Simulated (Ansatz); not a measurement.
Consider the isomerisation: `C[SiH2][SiH](O)Cl` → `CO[SiH2][SiH2]Cl`.

Isolated molecules relaxed with PBE0-D4/def2-TZVP in Ansatz; ΔE leaves out vibrations. CCSD(T)/CBS is the MP2 limit (def2-TZVPP, def2-QZVPP) plus CCSD(T) − MP2 in def2-TZVPP, frozen cores. DFT in def2-TZVPP. One conformer a species, not always the lowest.

`C[SiH2][SiH](O)Cl`:

```xyz
12

C     1.276    0.994   -1.005
Si    1.049   -0.358    0.270
Si   -1.227   -0.790    0.571
O    -1.926    0.603    1.088
Cl   -2.027   -1.342   -1.262
H     2.336    1.193   -1.175
H     0.823    0.701   -1.955
H     0.800    1.918   -0.670
H     1.645    0.027    1.581
H     1.689   -1.630   -0.168
H    -1.566   -1.919    1.478
H    -2.872    0.603    1.248
```

`CO[SiH2][SiH2]Cl`:

Z-matrix (Å, degrees):
```
C
O 1 1.411
H 1 1.091 2 108.3
H 1 1.096 2 111.3 3 -119.3
H 1 1.096 2 111.3 3 119.3
Si 2 1.645 1 122.8 3 -180.0
Si 6 2.339 2 106.7 1 -179.9
H 6 1.492 2 111.1 1 -59.6
H 6 1.492 2 111.1 1 59.8
Cl 7 2.068 6 106.4 2 179.7
H 7 1.484 6 112.7 2 61.7
H 7 1.484 6 112.7 2 -62.2
```

(1) Is it downhill or uphill in electronic energy at CCSD(T)/CBS, and by how much? (Estimate.)

(2) What do these levels give: PBE-D4, BLYP-D4, PBE0-D4, r2SCAN0-D4, BHLYP-D4, CAM-B3LYP-D4, PBE-QIDH, PBE, BLYP, MP2/def2-SVP, CCSD(T)/def2-SVP, MP2/def2-QZVPP? (An estimate is asked.)

(3) What do rigid-rotor, harmonic-oscillator terms from PBE0-D4/def2-TZVP frequencies (298.15 K, 1 bar) make of the CCSD(T)/CBS value? (Best estimate.)

Largest T1 diagnostic among the species: 0.011.

## Answers

(1) Ansatz gave: Uphill: ΔE = +27.9 kcal/mol.

(2) The calculation gave: PBE-D4 27.9, BLYP-D4 26.0, PBE0-D4 28.1, r2SCAN0-D4 28.5, BHLYP-D4 26.1, CAM-B3LYP-D4 26.2, PBE-QIDH 28.2, PBE 27.3, BLYP 24.9, MP2/def2-SVP 25.7, CCSD(T)/def2-SVP 23.4, MP2/def2-QZVPP 29.4 kcal/mol.

(3) Ansatz gave: ΔZPE = -0.4 kcal/mol, ΔH = +27.5 kcal/mol, ΔS = 7 J/(mol·K), ΔG = +27.0 kcal/mol. Modes under 50 cm⁻¹ make the entropy rough.

In def2-TZVPP, CCSD(T) changes the Hartree–Fock value by +4.3 kcal/mol (the triples alone add +0.5 kcal/mol) and MP2 by +6.1 kcal/mol. The D4 term adds +0.9 kcal/mol with B3LYP and +0.5 kcal/mol with PBE0; it sums over pairs of atoms, weighted by their polarisabilities, and B3LYP, whose exchange is more repulsive, gets the larger term.

B3LYP here is the variant with VWN-RPA as its local correlation; programs differ in this.
